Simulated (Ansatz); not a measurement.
Energy difference R1 → P1 + P2, each structure at its B3LYP-D3(BJ)/def2-SVP stationary point, reached from a drawn start (curvature not checked).
R1, C5H14O2Si (SMILES CCO[SiH](C)OCC) (charge 0, multiplicity 1):
| atom | x (Å) | y (Å) | z (Å) |
|---|---|---|---|
| C | 3.4849 | -0.8495 | 0.3416 |
| C | 2.1484 | -0.4300 | -0.2408 |
| O | 1.5462 | 0.5298 | 0.6118 |
| Si | 0.0074 | 1.1205 | 0.4482 |
| C | -0.2095 | 2.0810 | -1.1455 |
| O | -1.0139 | -0.1985 | 0.4590 |
| C | -2.4187 | -0.1792 | 0.3092 |
| C | -2.9573 | -1.5944 | 0.4124 |
| H | 4.1497 | 0.0220 | 0.4462 |
| H | 3.3448 | -1.2933 | 1.3393 |
| H | 3.9775 | -1.5912 | -0.3073 |
| H | 2.2928 | -0.0028 | -1.2528 |
| H | 1.4843 | -1.3069 | -0.3505 |
| H | -0.2228 | 1.9861 | 1.6353 |
| H | 0.5158 | 2.9086 | -1.2039 |
| H | -1.2207 | 2.5148 | -1.2170 |
| H | -0.0604 | 1.4303 | -2.0227 |
| H | -2.8808 | 0.4579 | 1.0894 |
| H | -2.6982 | 0.2607 | -0.6687 |
| H | -2.6997 | -2.0311 | 1.3895 |
| H | -4.0531 | -1.6056 | 0.2992 |
| H | -2.5167 | -2.2295 | -0.3718 |
P1, C3H9O2Si (SMILES CCO[SiH](C)[O]) (charge 0, multiplicity 2):
```xyz
15

C      2.56916     0.14975     0.11100
C      1.12795     0.05692    -0.35235
O      0.28158    -0.13420     0.77244
Si    -1.29660    -0.63871     0.70532
C     -2.36684     0.48940    -0.35772
O     -1.49898    -2.12381    -0.04496
H      2.86904    -0.77884     0.62045
H      3.24269     0.31426    -0.74502
H      2.69178     0.98358     0.81932
H      1.00845    -0.78004    -1.06541
H      0.83759     0.98293    -0.88515
H     -1.73538    -0.70355     2.12086
H     -3.42900     0.21264    -0.28691
H     -2.06144     0.44552    -1.41404
H     -2.24002     1.52405     0.00206
```
P2, C2H5 (SMILES [CH2]C) (charge 0, multiplicity 2, Z-matrix in Å and degrees):
```
C
H 1 1.1030
H 1 1.1030 2 108.11
H 1 1.1117 2 106.10 3 -113.46
C 1 1.4870 2 112.06 4 -122.56
H 5 1.0933 1 120.93 2 -155.70
H 5 1.0933 6 117.46 1 170.67
```

P less R. No zero-point or thermal terms; singlets are restricted closed shells; open shells are unrestricted. One arrangement of each flexible species, with no search for the lowest.

Frozen-core correlation throughout.

Codes used: Ansatz (Gaussian basis) for Hartree–Fock, density functionals and correlated methods. Each number belongs to the level named beside it.

Total energies in hartree:

| structure | PBE/def2-TZVPP | r2SCAN/def2-TZVPP | CCSD(T)/cc-pV(D+d)Z |
|---|---|---|---|
| R1 | -638.545205 | -638.920715 | -637.580480 |
| P1 | -559.332146 | -559.643135 | -558.513954 |
| P2 | -79.065993 | -79.135391 | -78.916379 |

Q: Work out the reaction energy at each level in eV (1 hartree = 27.21139 eV), and say how far PBE/def2-TZVPP lies from CCSD(T)/cc-pV(D+d)Z.

A: 
- PBE/def2-TZVPP: (-559.332146) + (-79.065993) − (-638.545205) = 0.147066 hartree = 4.002 eV
- r2SCAN/def2-TZVPP: (-559.643135) + (-79.135391) − (-638.920715) = 0.142189 hartree = 3.869 eV
- CCSD(T)/cc-pV(D+d)Z: (-558.513954) + (-78.916379) − (-637.580480) = 0.150147 hartree = 4.086 eV
PBE/def2-TZVPP less CCSD(T)/cc-pV(D+d)Z: -0.084 eV. CCSD(T)/cc-pV(D+d)Z is the level counted from, the highest shown, and no exact or measured value.

Ansatz is an electronic-structure program.
